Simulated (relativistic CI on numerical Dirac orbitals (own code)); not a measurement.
## What each ingredient does to the levels of Au8+

Base calculation: Dirac-Coulomb-Breit CI, KLI orbitals optimised for each configuration, a model potential for QED, unscaled Slater integrals.

CI space (outside the closed core [Kr] 4d10 4f14): 5s2 5p6 5d3, 5s2 5p6 5d2 6s, 5s2 5p6 5d2 5f, 5s2 5p5 5d4, 5s2 5p6 5d2 6p, 5s2 5p6 5d 6s 6p, 5s2 5p6 5d2 5g, 5s2 5p6 5d 5f 6s, 5s2 5p6 5d2 6d, 5s 5p6 5d4, 5s2 5p6 5d2 7s, 5s2 5p6 5d 6s2, 5s2 5p6 5f 6s2, 5s2 5p6 6s2 6p, 5s2 5p6 5g 6s2, 5s2 5p6 6s2 6d, 5s2 5p6 5d 5f2, 5s2 5p6 5f2 6s, 5s2 5p6 5f3, 5s2 5p6 5f2 6p, 5s2 5p6 5f2 5g, 5s2 5p6 5f2 6d, 5s2 5p6 5d 6p2, 5s2 5p6 6s 6p2, 5s2 5p6 5f 6p2, 5s2 5p6 6p3, 5s2 5p6 5g 6p2, 5s2 5p6 6p2 6d, 5s2 5p6 5d 5f 6p, 5s2 5p6 5f 6s 6p, 5s2 5p6 5f 5g 6p, 5s2 5p6 5f 6p 6d. Double excitations out of closed p, d and f shells are left out; levels of such configurations are missing from the list, as are those of other unlisted configurations, and high levels can miss mixing partners. These lack a partner that the ground configuration has and come out too high: 5s2 5p6 5d2 7s.

Variants: (1) P86 correlation estimate; (2) configuration mixing switched off; (3) one mean potential for all configurations. Shifts of the energy above 5s2 5p6 5d3 4F_3/2, in cm⁻¹, for the lowest level and the first level of each name with at least 55 % of one term (blank where a level changes its place among those of its configuration and J or its character, or is not in the variant):

```
                Level      Base     Δ(1)     Δ(2)    Δ(3)
   5s2 5p6 5d3 4F_3/2       0.0      0.0      0.0     0.0
   5s2 5p6 5d3 4F_5/2   11510.1     -2.9   -303.2   -99.7
   5s2 5p6 5d3 4F_7/2   19572.7     -2.1   -234.9  -127.5
   5s2 5p6 5d3 4P_1/2   25574.3     +9.5  +1224.6   -47.4
   5s2 5p6 5d3 2G_7/2   36816.7     +2.0   +190.8  -159.0
   5s2 5p6 5d3 4P_5/2   38526.3     +6.0  +1129.2  -110.4
   5s2 5p6 5d3 2P_1/2   46113.4    +21.2  +1670.5  -139.2
  5s2 5p6 5d3 2H_11/2   51093.2     -1.4   -523.3  -197.8
   5s2 5p6 5d3 2D_5/2   53501.8    +13.1  +1868.4  -150.5
   5s2 5p6 5d3 2F_5/2   59623.2    +17.8  +1766.1   -86.6
   5s2 5p6 5d3 2G_9/2   60239.1     +1.5     -7.1  -282.5
   5s2 5p6 5d3 2F_7/2   61785.6    +15.4  +1569.6  -128.5
   5s2 5p6 5d3 2P_3/2   64434.7    +24.2  +1820.6  -214.7
5s2 5p6 5d2 6s 4F_3/2  221892.3  +5662.9   -133.2  -652.6
```

At this charge configurations can still be misplaced by up to about 7 % of their energy. Terms inside the open d or f shell come out 10 to 20 % too wide with unscaled integrals. Levels and lines within the n = 5 or 6 shells can be off by up to 10 % or somewhat more, and those that change n by about 2 %, since core polarisation is missing.

Ionisation energy from the two ground configurations alone: base 129.896 eV; P86 correlation estimate 131.372 eV. The NIST ASD value (theoretical) is 130.1 eV.

LS names give the leading component of a level, which can be under half, so a name can repeat, a term be missing and a line seem to break the LS rules.
